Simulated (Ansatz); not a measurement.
Reaction (cleavage of the P–Si bond): `[SiH3]P` + `[SeH][SiH2][SeH]` → `P[Se][SiH2][SeH]` + SiH₄

Computed with Ansatz on PBE0-D4/def2-TZVP structures; ΔE is electronic, products minus reactants. CCSD(T)/CBS adds triple-zeta CCSD(T) − MP2 to the extrapolated MP2 energy (def2 sets, frozen cores). This one scheme is used for every species. DFT in def2-TZVPP. B3LYP here is the variant with VWN-RPA as its local correlation; programs differ in this. HSE06 is defined as in plane-wave codes. For Se outer-core shells are correlated without core-valence functions, which leaves a few kJ/mol of doubt a bond. Scalar relativity is left out up to krypton. Each species was taken in one conformer, which may not be the lowest.

`[SiH3]P`:

```xyz
7

Si    0.189   -0.204    0.770
P    -1.003    0.223   -1.096
H    -0.078   -1.610    1.173
H    -0.295    0.705    1.842
H     1.654   -0.019    0.605
H    -0.143   -0.539   -1.932
H    -0.325    1.443   -1.363
```

`[SeH][SiH2][SeH]`:

```xyz
7

Se    1.608   -0.245   -1.148
Si    0.098   -0.383    0.547
Se   -1.769    0.879    0.243
H     0.620   -0.640   -2.161
H    -0.436   -1.755    0.723
H     0.875    0.030    1.739
H    -0.995    2.114    0.057
```

`P[Se][SiH2][SeH]`:

Cartesian coordinates in Å:
```
P 0.615 1.789 -1.250
Se -0.277 -0.301 -1.258
Si 0.218 -0.645 0.940
Se -0.795 -2.557 1.632
H 1.388 1.640 -2.431
H -0.455 2.426 -1.930
H -0.218 0.537 1.722
H 1.665 -0.888 1.153
H -2.140 -2.001 1.422
```

SiH₄:

```xyz
5

Si    0.000    0.000    0.000
H    -0.151    0.218    1.461
H     0.533    1.233   -0.631
H    -1.322   -0.327   -0.591
H     0.940   -1.124   -0.238
```

Is it downhill or uphill in electronic energy at CCSD(T)/CBS, and by how much? (An estimate is asked.)

Ansatz gave: Nearly level: ΔE = 0.00 eV.

What do these levels give: LDA (SPW92), r2SCAN-D4, r2SCAN0-D4, B2PLYP, r2SCAN, B3LYP, HSE06, BHLYP, LC-ωPBE, RPA@PBE/def2-TZVPP, CCSD(T)/def2-SVP, SCS-MP2/def2-TZVPP? (Estimate.)

The calculation gave: LDA (SPW92) 0.09, r2SCAN-D4 0.04, r2SCAN0-D4 0.04, B2PLYP 0.00, r2SCAN 0.05, B3LYP 0.02, HSE06 0.06, BHLYP 0.01, LC-ωPBE 0.09, RPA@PBE/def2-TZVPP 0.00, CCSD(T)/def2-SVP 0.07, SCS-MP2/def2-TZVPP -0.04 eV.

Largest T1 diagnostic among the species: 0.013.

Leaving LDA and LC-ωPBE aside and taking each functional with its dispersion term where it has one, the values, not all of them listed here, spread over 0.14 eV, from BLYP-D4 to B97M-V. The D4 term adds −0.05 eV with B3LYP and −0.03 eV with PBE0; it sums over pairs of atoms, weighted by their polarisabilities, and B3LYP, whose exchange is more repulsive, gets the larger term. At CCSD(T), def2-SVP lies +0.07 eV from the extrapolated value and def2-TZVPP +0.02 eV.
